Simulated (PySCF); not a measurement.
# $^{19}$F chemical shifts

[PySCF 2.14.0 with density-fitted response routines: GIAO PBE0/pcSseg-1 shieldings; GFN2-xTB geometry; averaged over atoms made equivalent by symmetry, fast rotation or ring inversion; gas phase; a single conformation; non-relativistic]

Shieldings were converted by a linear fit to measured shifts: $^{19}$F (scatter 6.0 ppm rms, 7.0 ppm with the 5 outliers that the fit left out vs CFCl3, solution or neat liquid, with a term for F on sp3 carbon). Occasional misses reach two or three times the rms, and more in compound classes unlike the fitted ones.

Question: Give the $^{19}$F shifts of `FC/C=C(/Cl)CF`, `C=C[C@@H]1[C@H](C)C[C@H]1F`, `FC(F)CS`.

Answer: 
```csv
compound,environment,δ (ppm)
[F:1][CH2:2]/[CH:3]=[C:4](/[Cl:5])[CH2:6][F:7],F7: fluorine on an sp3 carbon,-218.1
[F:1][CH2:2]/[CH:3]=[C:4](/[Cl:5])[CH2:6][F:7],F1: fluorine on an sp3 carbon,-219.6
C=C[C@@H]1[C@H](C)C[C@H]1F,fluorine on an sp3 carbon,-165.8
FC(F)CS,fluorine of a CF2 group (×2),-122.8
```

Question: Order these by $^{19}$F shift, lowest first.
A. C=C[C@H](F)/C=C/CC
B. FCSCF
C. C=C(F)C1CCCC1
D. CC(C)[C@@H]1CC=C1F
E. FCC1=CCCCC1
F. C=C1CCC[C@H](F)C1

Answer: E (-228.1 ppm, fluorine on an sp3 carbon), B (-200.8 ppm, fluorine on an sp3 carbon), A (-191.8 ppm, fluorine on an sp3 carbon), F (-170.9 ppm, fluorine on an sp3 carbon), C (-112.2 ppm, vinylic fluorine), D (-87.0 ppm, vinylic fluorine).
